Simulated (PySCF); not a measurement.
Isomers of C7H6OS, one GFN2-xTB conformer each. Single-point energies are computed at PBE0/pcSseg-1 (PySCF, gas phase, no added dispersion term), electronic only.

```csv
SMILES,GFN2-xTB relative energy (kcal/mol)
C#Cc1ccc(SC)o1,33.3
O=Cc1ccc(S)cc1,0.0
```

Conformers: `[CH:1]#[C:2][c:3]1[cH:4][cH:5][c:6]([S:7][CH3:8])[o:9]1` with C5–C6–S7–C8 180°; `[O:1]=[CH:2][c:3]1[cH:4][cH:5][c:6]([SH:7])[cH:8][cH:9]1` with O1–C2–C3–C4 180°, C5–C6–S7–H 180°.

Task: What does PBE0/pcSseg-1 give for the same structures?

Result: 
```tsv
SMILES	PBE0/pcSseg-1 E (Eh)	PBE0/pcSseg-1 (kcal/mol)	GFN2-xTB (kcal/mol)	point group
O=Cc1ccc(S)cc1	-743.16699	0.0	0.0	Cs
C#Cc1ccc(SC)o1	-743.07147	59.9	33.3	Cs
```

Both levels put the same isomer lowest. As drawn, the lower has a C=O bond and an S–H bond, which the higher lacks; the higher has a C≡C bond, which the lower lacks.

Task: Which frontier levels, dipoles and rotational constants go with these structures?

Result: 
```csv
SMILES,"HOMO (eV, PBE0/pcSseg-1)",LUMO (eV),dipole (D),"A, B, C (MHz)"
O=Cc1ccc(S)cc1,-6.86,-1.91,2.74,"5035, 705.1, 618.5"
C#Cc1ccc(SC)o1,-5.79,-0.71,0.66,"3105, 880.1, 688.7"
```
